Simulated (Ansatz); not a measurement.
Reading a saddle point

A first-order saddle point of Si₂NH₁₀F, closed shell, PBE0-D4/def2-TZVP, with one imaginary mode of 760i cm⁻¹:

Si1  (-0.866, -0.169, -0.261)
H2  (0.864, -1.011, -0.182)
H3  (-1.355, -1.556, -0.427)
H4  (-2.155, 0.627, -0.153)
Si5  (0.399, 0.870, -1.916)
H6  (0.251, -0.573, 1.893)
N7  (-0.426, 0.192, 1.539)
H8  (1.122, -1.384, 0.685)
F9  (1.246, -1.627, 1.836)
H10  (1.058, -0.168, -2.746)
H11  (-0.367, 1.806, -2.786)
H12  (1.445, 1.657, -1.202)
H13  (0.051, 1.087, 1.615)
H14  (-1.267, 0.247, 2.105)
(Å)

Computed with Ansatz 0.2.0 (basis: def2-TZVPP and def2-QZVPP); correlated methods freeze the cores. Extrapolation: Hartree–Fock as exp(−7.88 √X), correlation as X^−2.97.

Q: Which contacts change along the imaginary mode, and what lies on either side? (A judgement: the text doesn't fix the answer.)

A: By the calculation: The step is Si₂H₆ ([SiH3][SiH3]) + NH₃ + HF → Si₂NH₇ ([NH2][SiH2][SiH3]) + HF + H₂, with the molecules in contact on both sides. Shortening one way: Si1–N7, H2–H8, H6–F9; lengthening the same way: Si1–H2, H6–N7, H8–F9.
| pair | one side (Å) | saddle (Å) | other side (Å) |
| --- | --- | --- | --- |
| Si1–N7 | 4.23 | 1.89 | 1.77 |
| H2–H8 | 3.51 | 0.98 | 0.75 |
| H6–F9 | 3.13 | 1.45 | 0.96 |
| Si1–H2 | 1.48 | 1.93 | 4.06 |
| H6–N7 | 1.01 | 1.08 | 1.65 |
| H8–F9 | 0.97 | 1.18 | 2.49 |

Q: Which side is lower, and how far does the saddle lie above each? (Judge from chemistry; the value comes from the calculation.)

A: The calculation gives: The side with Si1–N7, H2–H8, H6–F9 short is lower by 2.4 kJ/mol; the saddle lies 154.6 kJ/mol above it and 152.2 kJ/mol above the other (CCSD(T) at an estimated basis limit (MP2 extrapolated from triple and quadruple zeta, plus CCSD(T) − MP2 in triple zeta); electronic energies).

T1 diagnostic: at most 0.013.

Labels in which every atom is bracketed show which atoms are joined, not bond orders.

For scale, one of the runs: CCSD(T)/def2-TZVPP, 286 basis functions, launched by `ansatz run in.yaml --threads 8 --pin off --events-out ev --progress --plain --max-ram 19148MiB`. Time: 2.4 min of wall clock on 8 CPU threads of an Arm Neoverse V1; the host was shared. Peak host memory: 8.4 GiB.
